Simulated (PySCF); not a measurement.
B(F)(NHMe)(OMe) (C2H7BFNO), SMILES CNB(F)OC.

The structure is a stationary point at r2SCAN-D4/def2-SVP. This is a generated structure with no PubChem entry under its InChIKey; it may be hypothetical. The values are those of a single conformer.

The numbers are results of TDA-PBE/def2-SVPD run with PySCF, not measurements.

Vertical excitations. Gas-phase values at a fixed geometry. State labels are in the subgroup Cs.

| state | symmetry | energy (eV) | λ (nm) | f | main pairs |
|---|---|---|---|---|---|
| S1 | A" | 5.67 | 219 | 0.006 | HOMO→LUMO 100 % |
| S2 | A" | 6.43 | 193 | 0.009 | HOMO→LUMO+1 100 % |
| S3 | A" | 6.71 | 185 | 0.004 | HOMO→LUMO+2 100 % |
| S4 | A" | 7.01 | 177 | 0.002 | HOMO−1→LUMO 100 % |
| S5 | A' | 7.34 | 169 | 0.001 | HOMO−2→LUMO 95 % |
| S6 | A" | 7.34 | 169 | 0.009 | HOMO→LUMO+4 99 % |
| S7 | A' | 7.45 | 166 | 0.129 | HOMO→LUMO+3 71 %, HOMO→LUMO+6 22 % |
| S8 | A" | 7.80 | 159 | 0.002 | HOMO−1→LUMO+1 97 % |
| S9 | A" | 7.86 | 158 | 0.009 | HOMO→LUMO+5 96 % |
| S10 | A" | 8.09 | 153 | 0.006 | HOMO−1→LUMO+2 88 % |
| T1 | A" | 5.53 | 224 | 0 | HOMO→LUMO 100 % |
| T2 | A" | 6.36 | 195 | 0 | HOMO→LUMO+1 99 % |
| T3 | A' | 6.54 | 190 | 0 | HOMO→LUMO+3 97 % |
| T4 | A" | 6.61 | 187 | 0 | HOMO→LUMO+2 100 % |
Triplets are in the Tamm–Dancoff approximation.
